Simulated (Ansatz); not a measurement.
# Relative stability

Two relaxed structures of CH$_{3}$Zn (charge +1), singlet (PBE0-D4/def2-TZVP; forces vanish, vibrations not checked).

A:

```json
{"atom": "C1", "x (Å)": "0.1096", "y (Å)": "-1.0572", "z (Å)": "0.3121"}
{"atom": "Zn2", "x (Å)": "0.1115", "y (Å)": "0.8275", "z (Å)": "-0.2812"}
{"atom": "H3", "x (Å)": "-0.4921", "y (Å)": "-1.5767", "z (Å)": "-0.4314"}
{"atom": "H4", "x (Å)": "-0.3393", "y (Å)": "-1.0308", "z (Å)": "1.3034"}
{"atom": "H5", "x (Å)": "1.1593", "y (Å)": "-1.3449", "z (Å)": "0.3102"}
```

B:

```xyz
5
angstrom
C -0.0357 -0.8314 0.2686
Zn 0.0476 1.1209 -0.3623
H -0.0943 -1.7002 -0.3984
H -0.0273 -1.1478 1.3189
H 0.1096 2.5585 -0.8267
```

Ansatz 0.2.0; basis: def2-TZVPP; cores frozen in the correlated methods. The 3s and 3p shells of Cu and Zn are frozen; filled d shells are correlated. B3LYP uses VWN-RPA correlation.

(1) Which structure is lower at CCSD(T), and by how much? (Judge from chemistry; the value comes from the calculation.)

The T1 diagnostic stays at or below 0.016. The restricted Hartree–Fock reference is unstable towards an unrestricted one at one or more of these structures.

## Answers

(1) Computed: A, by 273.4 kJ/mol (electronic energy, against the other). By their contacts, A is CH₃Zn ([CH3][Zn]), total charge +1 and B is CH₃Zn ([CH2][ZnH]), total charge +1.

All methods give the same order:

```tsv
method	E(B) − E(A) (kJ/mol)
PBE-D4	301.1
r2SCAN-D4	281.5
PBE0-D4	292.2
B3LYP-D4	277.4
wB97M-V	264.3
HF	209.4
MP2	292.5
CCSD	264.4
CCSD(T)	273.4
```

Labels in which every atom is bracketed show which atoms are joined, not bond orders.

For scale, one of the runs: CCSD(T)/def2-TZVPP, 137 basis functions, launched by `ansatz run in.yaml --threads 2 --pin off --events-out ev --progress --plain --max-ram 4352MiB`. Time: 4.3 s of wall clock on 2 CPU threads of an Intel Xeon 6975P-C; the host was shared. Peak host memory: 0.84 GiB.
